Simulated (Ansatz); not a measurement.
System: CH₆AlN, charge 0, singlet. CH6AlN (SMILES C[NH][AlH2]).
B3LYP-D3(BJ)/def2-TZVP minimum from Ansatz (an electronic-structure program):
```
N
H 1 1.0106
C 1 1.4562 2 111.77
H 3 1.0913 1 109.70 2 -180.00
H 3 1.0953 4 107.40 1 122.17
H 3 1.0953 4 107.40 5 115.67
Al 1 1.7712 2 119.42 3 -180.00
H 7 1.5776 1 117.50 2 0.00
H 7 1.5779 8 124.91 1 -180.00
```

Wanted: atomisation energy (electronic, to ground-state atoms), in kJ/mol. UHF or UKS for unpaired electrons; spin-orbit terms are left out. CBS(X,Y): correlation extrapolated as X^-3, Hartree-Fock from the larger set. A bracket is a step between two methods taken in the basis named. The functionals are non-relativistic, so their misses hold any scalar relativity. Double hybrids freeze cores in their MP2 part. 'core' is core correlation in cc-pwCVTZ (1s frozen past Ne), 'X2C' scalar relativity in cc-pVTZ-DK, both at CCSD(T). For partners of very few electrons the exact lower level stands in for a higher one.

CCSD(T)/CBS(cc-pV(T+d)Z,cc-pV(Q+d)Z) + [CCSDT(Q) - CCSD(T)]/cc-pV(D+d)Z + core + X2C (Ansatz) gives 2958.2 kJ/mol.

Problem. What does PBE/def2-TZVPD (Ansatz) give here, and how do the other levels compare?

Solution. PBE gives 2960.3 kJ/mol, 2.1 kJ/mol above it. Differences of the others: r2SCAN/def2-TZVPD (Ansatz) -19.0; B3LYP/def2-TZVPD (Ansatz) -14.9; PBE0/def2-TZVPD (Ansatz) -35.2; B2PLYP/def2-TZVPD (Ansatz) -43.0; CCSD(T)/CBS(cc-pV(T+d)Z,cc-pV(Q+d)Z) + core + X2C (Ansatz) -2.0 kJ/mol. Nearer than PBE: CCSD(T)/CBS(cc-pV(T+d)Z,cc-pV(Q+d)Z) + core + X2C.
